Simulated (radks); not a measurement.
The mean radii <r> (bohr) of the occupied orbitals of an atom or ion are listed with their occupations. Method: non-relativistic Kohn-Sham, TPSS, spin-polarised, spherical densities, point nucleus; meta-GGA in the generalised Kohn-Sham scheme; computed with a radial shooting solver on a logarithmic mesh with Libxc functionals.

| orbital | occ. | <r> |
|---|---|---|
| 1s | 2 | 0.1579 |
| 2s | 2 | 0.8959 |
| 2p | 6 | 0.9790 |

Name the element and its charge.

Answer. Z = 10, neon, charge 0: Ne in [He] 2p6 2s(up 1, down 1). The 1s radius gives Z: for a bare nucleus <r> = 1.5/Z, 0.15 bohr for Z = 10, and screening makes it slightly larger (0.1579 here). The occupations add up to 10, and the charge is Z minus that.
